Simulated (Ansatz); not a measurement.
Steps of a relaxation of CH₇AlSiTe, SMILES `C[Te][AlH][SiH3]` with RKS PBE-D4/def2-SVP.

```sh
$ ansatz run in.yaml --threads 4 --pin off --events-out ev --progress --plain --max-ram 10444MiB
```

```yaml
crystal:
  periodic: [false, false, false]
  atoms:
    - {symbol: C, position_ang: [-0.966400, 2.006800, 0.837200]}
    - {symbol: Te, position_ang: [1.029600, 1.612400, 1.277900]}
    - {symbol: Al, position_ang: [0.592000, -0.911000, 0.766800]}
    - {symbol: Si, position_ang: [0.840400, -1.692500, -1.440900]}
    - {symbol: H, position_ang: [-1.192100, 3.132800, 0.926100]}
    - {symbol: H, position_ang: [-1.235700, 1.769500, -0.221700]}
    - {symbol: H, position_ang: [-1.650000, 1.494200, 1.521800]}
    - {symbol: H, position_ang: [0.265800, -1.892100, 1.956600]}
    - {symbol: H, position_ang: [-0.203500, -0.966400, -2.229400]}
    - {symbol: H, position_ang: [2.125400, -1.467700, -1.930000]}
    - {symbol: H, position_ang: [0.459900, -3.142900, -1.443700]}
basis:
  gaussian: {orbitals: def2-SVP}
hamiltonian: {xc: pbe, dispersion: d4}
relax: {f_tol: 0.03, max_steps: 200}
```

Positions (Å) and forces (eV/Å) along the path, 11 of 23 steps:

```xyz
11
step=1 energy=-22903.4681 eV
C    -0.966    2.007    0.837   -1.972    1.747   -1.001
Te    1.030    1.612    1.278    1.559   -0.387    0.347
Al    0.592   -0.911    0.767    0.345    0.646    0.744
Si    0.840   -1.692   -1.441   -2.264   -0.599    0.519
H    -1.192    3.133    0.926    0.447   -1.152    0.083
H    -1.236    1.770   -0.222    0.099   -0.111    0.316
H    -1.650    1.494    1.522   -0.263   -0.176    0.207
H     0.266   -1.892    1.957   -0.168   -0.221    0.317
H    -0.203   -0.966   -2.229   -0.048    0.122   -0.329
H     2.125   -1.468   -1.930    2.169    0.340   -0.995
H     0.460   -3.143   -1.444    0.096   -0.209   -0.209
11
step=2 energy=-22903.8117 eV
C    -1.045    2.056    0.837   -0.407    0.808   -0.258
Te    1.045    1.590    1.338    0.017    0.081    0.060
Al    0.729   -0.934    0.881   -0.281    0.057   -0.007
Si    0.817   -1.728   -1.442   -0.801   -0.295    0.210
H    -1.135    3.176    0.942    0.174   -0.627   -0.006
H    -1.305    1.811   -0.215    0.182   -0.100    0.137
H    -1.780    1.600    1.525    0.157   -0.134    0.081
H     0.293   -1.907    2.081    0.104   -0.043    0.020
H    -0.175   -1.008   -2.327    0.014    0.097    0.070
H     2.143   -1.517   -2.022    0.780    0.130   -0.338
H     0.478   -3.197   -1.577    0.061    0.026    0.032
11
step=3 energy=-22903.8627 eV
C    -1.029    2.040    0.812   -0.180    0.047   -0.006
Te    1.072    1.629    1.366   -0.068   -0.068   -0.027
Al    0.647   -0.888    0.897    0.081   -0.049   -0.011
Si    0.784   -1.715   -1.435   -0.134   -0.014    0.010
H    -1.157    3.142    0.902    0.050   -0.260   -0.024
H    -1.240    1.724   -0.232    0.064    0.065    0.143
H    -1.708    1.527    1.525    0.094    0.137   -0.131
H     0.274   -1.886    2.105    0.033    0.045   -0.042
H    -0.197   -0.951   -2.300    0.028   -0.032    0.023
H     2.148   -1.491   -2.037    0.045    0.043    0.040
H     0.473   -3.189   -1.584   -0.013    0.086    0.025
11
step=5 energy=-22903.9248 eV
C    -1.022    2.015    0.711    0.106   -0.128   -0.143
Te    0.992    1.556    1.515   -0.178   -0.101    0.036
Al    0.709   -0.959    0.974   -0.045   -0.014    0.154
Si    0.689   -1.654   -1.385    0.081    0.087   -0.002
H    -1.126    3.102    0.845   -0.037    0.168    0.016
H    -1.091    1.770   -0.368    0.018   -0.041    0.120
H    -1.797    1.494    1.303    0.076    0.021   -0.066
H     0.567   -2.024    2.179    0.127    0.067   -0.093
H    -0.294   -0.857   -2.202   -0.036    0.045   -0.036
H     2.064   -1.390   -1.969   -0.102   -0.033    0.039
H     0.375   -3.112   -1.582   -0.012   -0.071   -0.025
11
step=7 energy=-22904.0329 eV
C    -1.007    2.019    0.623    0.027   -0.195   -0.145
Te    0.843    1.453    1.723   -0.352   -0.078   -0.060
Al    0.725   -1.028    1.046    0.062   -0.150    0.315
Si    0.599   -1.601   -1.341   -0.032    0.037    0.065
H    -1.103    3.111    0.738    0.040    0.113    0.045
H    -0.943    1.773   -0.462    0.016   -0.061    0.332
H    -1.872    1.522    1.117    0.232    0.093   -0.201
H     0.934   -2.155    2.216    0.066    0.266   -0.297
H    -0.372   -0.775   -2.139   -0.055    0.069   -0.015
H     1.974   -1.326   -1.904    0.017   -0.011   -0.018
H     0.288   -3.050   -1.597   -0.022   -0.084   -0.020
11
step=13 energy=-22904.2724 eV rejected
C    -0.976    1.980    0.515    0.091   -0.226   -0.075
Te   -0.033    1.006    2.243   -0.036    0.118    0.133
Al    0.874   -1.071    1.134    0.083   -0.020   -0.200
Si    0.520   -1.502   -1.272   -0.023    0.006    0.124
H    -0.789    3.064    0.596    0.042    0.034    0.025
H    -0.516    1.572   -0.404   -0.086    0.085    0.000
H    -2.059    1.770    0.537   -0.021   -0.005   -0.004
H     1.740   -2.030    2.081   -0.044    0.002    0.037
H    -0.539   -0.606   -1.863    0.010    0.016   -0.031
H     1.786   -1.315   -2.076   -0.025    0.000    0.024
H     0.059   -2.926   -1.470    0.010   -0.011   -0.033
11
step=17 energy=-22904.2819 eV
C    -0.978    1.928    0.505   -0.002    0.055   -0.062
Te    0.001    1.034    2.253   -0.003   -0.001    0.007
Al    0.893   -1.053    1.136    0.001   -0.011    0.006
Si    0.519   -1.465   -1.259   -0.005   -0.006   -0.012
H    -0.710    3.003    0.492   -0.026   -0.096   -0.006
H    -0.623    1.433   -0.419   -0.045    0.046    0.075
H    -2.072    1.804    0.615    0.067    0.008   -0.008
H     1.703   -2.040    2.102    0.004    0.002   -0.001
H    -0.507   -0.538   -1.862    0.006   -0.006   -0.004
H     1.797   -1.284   -2.042    0.000   -0.001    0.004
H     0.045   -2.879   -1.500    0.002    0.010    0.003
11
step=18 energy=-22904.2825 eV
C    -0.985    1.934    0.509   -0.011    0.027   -0.060
Te    0.001    1.031    2.249    0.001    0.004    0.012
Al    0.895   -1.057    1.134   -0.014    0.005   -0.008
Si    0.524   -1.469   -1.261    0.002   -0.007   -0.008
H    -0.697    3.002    0.482   -0.020   -0.079    0.002
H    -0.657    1.426   -0.418   -0.033    0.036    0.070
H    -2.079    1.831    0.638    0.065    0.010   -0.009
H     1.705   -2.044    2.101    0.003    0.005    0.000
H    -0.496   -0.540   -1.874    0.005   -0.002    0.004
H     1.807   -1.291   -2.037    0.001   -0.004   -0.001
H     0.048   -2.881   -1.502    0.002    0.005    0.000
11
step=21 energy=-22904.2846 eV
C    -1.009    1.925    0.519   -0.009    0.040   -0.029
Te   -0.026    1.017    2.257   -0.001   -0.002    0.014
Al    0.897   -1.049    1.129   -0.003   -0.007   -0.009
Si    0.545   -1.460   -1.270    0.004   -0.008   -0.004
H    -0.608    2.950    0.408   -0.022   -0.046   -0.005
H    -0.801    1.331   -0.390   -0.008    0.015    0.039
H    -2.096    1.955    0.718    0.034    0.000   -0.008
H     1.719   -2.031    2.092    0.001    0.004   -0.001
H    -0.447   -0.517   -1.904    0.001    0.004    0.005
H     1.844   -1.313   -2.027    0.001   -0.002   -0.002
H     0.045   -2.864   -1.511    0.001    0.001    0.000
11
step=22 energy=-22904.2850 eV
C    -1.016    1.918    0.520    0.000    0.034   -0.047
Te   -0.037    1.014    2.262    0.002   -0.004    0.006
Al    0.899   -1.046    1.129    0.008   -0.013   -0.001
Si    0.555   -1.455   -1.271   -0.009    0.002   -0.005
H    -0.578    2.923    0.368   -0.027   -0.065    0.007
H    -0.850    1.287   -0.373   -0.017    0.040    0.046
H    -2.096    1.996    0.740    0.037   -0.002   -0.011
H     1.724   -2.027    2.090    0.000    0.005    0.004
H    -0.427   -0.495   -1.897    0.002   -0.004   -0.008
H     1.854   -1.318   -2.028    0.002    0.000    0.003
H     0.038   -2.852   -1.519    0.002    0.007    0.005
11
step=23 energy=-22904.2853 eV
C    -1.020    1.919    0.523   -0.005    0.005   -0.008
Te   -0.038    1.011    2.263   -0.002   -0.005   -0.009
Al    0.899   -1.047    1.127   -0.003    0.010    0.004
Si    0.557   -1.454   -1.274   -0.001   -0.003   -0.001
H    -0.569    2.915    0.360   -0.003   -0.014    0.004
H    -0.872    1.280   -0.366   -0.007    0.011    0.010
H    -2.096    2.015    0.752    0.018   -0.003   -0.002
H     1.725   -2.025    2.090    0.001    0.000   -0.001
H    -0.421   -0.497   -1.911    0.003   -0.002    0.003
H     1.860   -1.322   -2.026    0.000   -0.002    0.001
H     0.040   -2.852   -1.517    0.000    0.003   -0.001
```

Hardware: 4 threads of an Arm Neoverse V2 on a shared host. Wall time 29 s, peak host memory 0.15 GiB.
